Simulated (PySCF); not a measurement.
Coordinates in bohr (charge 0 multiplicity 4):
```
N     0.0000    0.0000   -1.8288
Cd    3.7987    0.0001    0.0786
Cd   -1.8994    3.2897    0.0786
Cd   -1.8993   -3.2898    0.0786
```

These are results of PySCF, UPBE, basis N def2-SVP, Cd def2-SVP with ECP28 (scalar-relativistic core potentials, no spin–orbit coupling, density fitting), not measurements.

This geometry of Cd₃N is a stationary point at this level.

**Question.** What is the point group?

**Answer.** C3v.

**Question.** Is it a minimum?

**Answer.** Yes: all harmonic wavenumbers are real, though the softest, 42 cm⁻¹, leaves little margin.

**Question.** List the harmonic modes with their infrared intensities.

**Answer.** 
```json
{"symmetry": "e", "ω (cm⁻¹)": "42", "IR (km/mol, summed over degenerate members)": "0.0"}
{"symmetry": "a1", "ω (cm⁻¹)": "61", "IR (km/mol, summed over degenerate members)": "0.4"}
{"symmetry": "a1", "ω (cm⁻¹)": "256", "IR (km/mol, summed over degenerate members)": "6.2"}
{"symmetry": "e", "ω (cm⁻¹)": "349", "IR (km/mol, summed over degenerate members)": "46.7"}
```

**Question.** What are the dipole moment and the gap between the highest occupied and lowest empty levels of either spin?

**Answer.** 0.08 D and 0.62 eV.

**Question.** Give the atomic charges and bond orders.

**Answer.** 
```
   atom  Mulliken  Löwdin  polar tensor  spin (Mulliken)  Mayer order to N1
     N1     -0.45   -0.26         -0.47             1.51                  –
Cd2,3,4      0.15    0.09          0.16             0.50               0.73
```

In C3v the vibrations span 2e + 2a1.

This need not be the most stable arrangement of these atoms. At this level a doublet minimum of C2v symmetry lies 15 kJ/mol below this structure.
